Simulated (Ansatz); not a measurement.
`C=C[SiH2][SiH3]` + CH₃NH₂ → `CN[SiH2][SiH3]` + `C=C`  (ligand exchange at the Si–C bond)

Isolated molecules relaxed with PBE0-D4/def2-TZVP in Ansatz; ΔE leaves out vibrations. CBS: MP2 limit from def2 TZ/QZ plus the TZ coupled-cluster correction, frozen cores. This one scheme is used for every species. DFT in def2-TZVPP. B3LYP here is the variant with VWN-RPA as its local correlation; programs differ in this. HSE06 is defined as in plane-wave codes. One conformer a species, not always the lowest.

`C=C[SiH2][SiH3]`:

```xyz
12

C     1.081    0.056    2.081
C    -0.050   -0.006    1.384
Si   -0.301    0.855   -0.247
Si   -0.547   -0.709   -1.974
H     1.931    0.642    1.741
H     1.210   -0.474    3.020
H    -0.864   -0.613    1.779
H    -1.526    1.704   -0.205
H     0.876    1.727   -0.517
H     0.686   -1.532   -2.107
H    -1.688   -1.619   -1.681
H    -0.809   -0.032   -3.274
```

CH₃NH₂:

Z-matrix (Å, degrees):
```
C
N 1 1.453
H 1 1.092 2 109.4
H 1 1.100 2 115.4 3 -121.6
H 1 1.092 2 109.4 3 116.8
H 2 1.012 1 110.6 3 62.6
H 2 1.012 1 110.6 3 -179.3
```

`CN[SiH2][SiH3]`:

Cartesian coordinates in Å:
```
C 1.122 1.297 -0.996
N 0.314 1.337 0.205
Si -0.007 -0.064 1.153
Si -1.206 -1.767 0.054
H 1.953 0.602 -0.853
H 1.559 2.278 -1.201
H 0.574 0.975 -1.891
H -0.390 2.058 0.193
H -0.785 0.381 2.341
H 1.294 -0.644 1.592
H -0.490 -2.213 -1.175
H -2.555 -1.286 -0.358
H -1.385 -2.955 0.936
```

`C=C`:

```xyz
6

C     0.160    0.472   -0.435
C    -0.160   -0.472    0.435
H     1.100    1.011   -0.369
H    -0.502    0.746   -1.248
H    -1.099   -1.011    0.369
H     0.502   -0.746    1.248
```

**Question.** Is it downhill or uphill in electronic energy at CCSD(T)/CBS, and by how much? (Estimate.)

**Answer.** The calculation gave: Downhill: ΔE = -9.4 kcal/mol.

**Question.** What do these levels give: revPBE-D4, B3LYP-D4, B2PLYP, BLYP, PBE0, HSE06, BHLYP, MP2/def2-SVP, CCSD(T)/def2-SVP, SCS-MP2/def2-TZVPP, CCSD/def2-TZVPP, SCS-MP2/def2-QZVPP? (Best estimate.)

**Answer.** Ansatz gave: revPBE-D4 -8.2, B3LYP-D4 -10.0, B2PLYP -9.7, BLYP -9.2, PBE0 -8.4, HSE06 -8.4, BHLYP -10.4, MP2/def2-SVP -9.0, CCSD(T)/def2-SVP -8.9, SCS-MP2/def2-TZVPP -9.7, CCSD/def2-TZVPP -9.6, SCS-MP2/def2-QZVPP -9.9 kcal/mol.

**Question.** What do rigid-rotor, harmonic-oscillator terms from PBE0-D4/def2-TZVP frequencies (298.15 K, 1 bar) make of the CCSD(T)/CBS value? (An estimate is asked.)

**Answer.** The calculation gave: ΔZPE = -0.7 kcal/mol, ΔH = -10.0 kcal/mol, ΔS = -6 J/(mol·K), ΔG = -9.5 kcal/mol.

Largest T1 diagnostic among the species: 0.013.

In def2-TZVPP, CCSD(T) changes the Hartree–Fock value by +1.6 kcal/mol (the triples alone add +0.3 kcal/mol) and MP2 by +1.5 kcal/mol. Leaving LDA and LC-ωPBE aside and taking each functional with its dispersion term where it has one, the values, not all of them listed here, spread over 2.4 kcal/mol, from BHLYP-D4 to PBE-D4. LDA lies −1.1 kcal/mol from PBE without D4.
